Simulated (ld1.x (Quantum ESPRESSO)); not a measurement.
# Building the TM potential for cadmium (Cd) (PBE, non-relativistic).

```json
{
  "Element": "Cd",
  "Generator": "ld1.x (Quantum ESPRESSO) 7.5",
  "Type": "norm-conserving Troullier–Martins (Kleinman–Bylander form)",
  "Functional": "PBE",
  "Relativity": "non-relativistic",
  "Frozen core": "[Ar] 3d10",
  "Valence charge": "20",
  "Reference configuration": "4s2 4p6 4d9 5s0 5p0 (charge +3)",
  "Partial waves": "4s (bound): rc 1.15 bohr; 4d (bound): rc 1.15 bohr; 4p (bound): rc 0.90 bohr",
  "Local potential": "the p channel",
  "Core correction": "none"
}
```

- Cutoffs needed: 180 Ry and 260 Ry (the cutoffs (Ry, on a coarse ladder) from which the occupation-weighted sum of valence levels, in a spherical-Bessel basis at the reference potential, stays within 10 and 1 mRy of its value at 400 Ry)
- Ghost test: no extra level below or beside the all-electron valence levels (s, d, p, f tested) (spherical-Bessel basis up to 400 Ry, 20 bohr box)
- Largest excitation error: +542 meV (all-electron minus pseudo) for 4s2 4p5 4d10 5s2 5p0, out of 7 test configurations
